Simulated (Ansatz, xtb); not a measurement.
**C2H7AlO: where a starting geometry ends**

The starting geometry of this gas-phase singlet was built from a drawn formula by distance geometry and a force field; its bonds are those of `C[C@H](O)[AlH2]`.

```xyz
11

C     0.9381    0.3158   -1.7117
C    -0.4036    1.0885   -1.7998
Al   -1.9336   -0.0948   -1.4677
O    -0.3435    2.1436   -0.8599
H     1.7874    0.9573   -1.9329
H     0.9197   -0.5487   -2.4532
H     1.0428   -0.1571   -0.7191
H    -0.5370    1.5192   -2.8514
H     0.2160    2.8223   -1.2635
H    -2.9235    0.1725   -0.2102
H    -2.1969   -1.3882   -2.3495
```

Question: Where would you expect an optimisation with r2SCAN-D4/def2-SVP to take it?

Answer: It keeps its bonds, and is `C[C@H](O)[AlH2]`.

The energy falls by 0.14 eV over 7 steps:

```
step  E − E(last) (eV)
   1             0.145
   2             0.025
   3             0.005
   4             0.004
   5             0.000
   6             0.000
   7             0.000
```

Final geometry (Å):

```xyz
11

C     0.9372    0.3149   -1.7302
C    -0.4024    1.0491   -1.8257
Al   -1.9791   -0.0917   -1.4274
O    -0.4596    2.1585   -0.9253
H     1.7805    0.9907   -1.9725
H     0.9909   -0.5315   -2.4359
H     1.1193   -0.0714   -0.7128
H    -0.5090    1.3986   -2.8815
H     0.2821    2.7472   -1.1303
H    -2.9258    0.1940   -0.1843
H    -2.2682   -1.3280   -2.3930
```

From the same start GFN2-xTB ends elsewhere, at `C[C@@H]1[OH+][AlH2-]1`.

The end wasn't checked by frequencies. Run with Ansatz 0.2.0, 14 s on 2 threads of Arm Neoverse V1, with other jobs on the host.
